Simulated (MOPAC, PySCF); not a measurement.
C3H8Si, SMILES `C=C(C)[SiH3]`, neutral singlet in the gas phase. 

Cartesian coordinates (Å):
```xyz
12

C     -0.8679     0.8100    -1.0758
C     -0.2403     0.0615    -0.1702
C     -0.8846    -1.1425     0.4484
Si     1.4952     0.5123     0.3549
H     -0.4045     1.6828    -1.5238
H     -1.8795     0.5767    -1.4030
H     -1.8942    -1.3011     0.0613
H     -0.9473    -1.0401     1.5364
H     -0.2979    -2.0461     0.2548
H      1.9434     1.7282    -0.3721
H      1.5447     0.7672     1.8215
H      2.4328    -0.6088     0.0676
```
Charge 0, spin multiplicity 1.

All levels are single points at this geometry (PBE0-D3(BJ)/def2-TZVP); Pople sets use spherical d functions. Orbital energies aren't observables, and empty levels follow the basis.

B3LYP/6-311+G** in PySCF gives gap (eV) = 6.87.

**Question.** Estimate the gap (eV) from each of these levels: PBE-D3(BJ)/def2-TZVP in PySCF; PBE0-D3(BJ)/def2-TZVP in PySCF; B3LYP/3-21G in PySCF; B3LYP/6-31G* in PySCF; B3LYP/LANL2DZ in PySCF; BP86/6-31G* in PySCF; PBE/6-31G* in PySCF; SVWN5/6-31G* in PySCF; HF/STO-3G in PySCF; AM1 in MOPAC; PM3 in MOPAC; PM6 in MOPAC.

**Answer.** 
```
level                           gap (eV)
------------------------------  --------
PBE-D3(BJ)/def2-TZVP in PySCF       5.27
PBE0-D3(BJ)/def2-TZVP in PySCF      7.39
B3LYP/3-21G in PySCF                7.34
B3LYP/6-31G* in PySCF               7.18
B3LYP/LANL2DZ in PySCF              7.14
BP86/6-31G* in PySCF                5.45
PBE/6-31G* in PySCF                 5.44
SVWN5/6-31G* in PySCF               5.39
HF/STO-3G in PySCF                 16.66
AM1 in MOPAC                       10.96
PM3 in MOPAC                       10.30
PM6 in MOPAC                       10.56
```
